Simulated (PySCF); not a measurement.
**Working out the ionisation energy of Sr⁺**

Sr⁺ [Kr] 5s1 (2S) → Sr²⁺ [Kr] (1S). Calculation: PySCF 2.14, in x2c-QZVPPall (13s8p7d3f2g, 111 functions); the spin-free X2C one-electron Hamiltonian (Gaussian nucleus). Frozen: [Ar] 3d10. Energies in hartree (1 hartree = 27.21139 eV):

| part | Sr⁺ (lower) | Sr²⁺ (upper) |
| --- | --- | --- |
| UHF | -3177.178728 | -3176.794882 |
| MP2 opposite-spin | -0.150517 | -0.139732 |
| MP2 same-spin | -0.054024 | -0.045305 |

**Question.** What does Hartree-Fock give?

**Answer.** (-3176.794882) − (-3177.178728) = 0.383846 hartree = 10.445 eV.

**Question.** What do MP2 and SCS-MP2 (6/5 opposite-spin, 1/3 same-spin) give?

**Answer.** The opposite-spin parts differ by 0.293 eV and the same-spin parts by 0.237 eV. MP2: 10.445 + (0.293) + (0.237) = 10.975 eV. SCS-MP2: 10.445 + 1.2 × (0.293) + (0.237)/3 = 10.876 eV.

Measured between the centres of the two terms (NIST): 11.030 eV, so MP2 (valence and next inner shell) is off by -0.055 eV.

What remains against the reference includes basis incompleteness, the frozen core and correlation beyond second order.
